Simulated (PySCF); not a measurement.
**Co⁺ (cobalt, charge +1) across methods**

[Ar] 3d8, high-spin 3F determinant. Computed with PySCF 2.14 in aug-cc-pwCVQZ, with no relativity, point nucleus.

```
method  E (hartree)  mean ε 3p β (eV)  mean ε 3d α (eV)  mean ε 3d β (eV)  Σ⟨r²⟩ (bohr²)   ⟨S²⟩
   LDA    -1379.903           -67.058           -13.391           -11.820          20.86  2.002
   PBE    -1382.234           -66.924           -13.074           -11.662          20.89  2.002
r2SCAN    -1382.455           -67.994           -13.088           -11.714          20.52  2.002
   UHF  -1381.13884           -81.401           -20.993           -18.549          19.62  2.005
```

Q: Estimate the same row for PBE0.

A: E (hartree) = -1382.251; mean ε 3p β (eV) = -70.768; mean ε 3d α (eV) = -15.156; mean ε 3d β (eV) = -13.528; Σ⟨r²⟩ (bohr²) = 20.42; ⟨S²⟩ = 2.002.
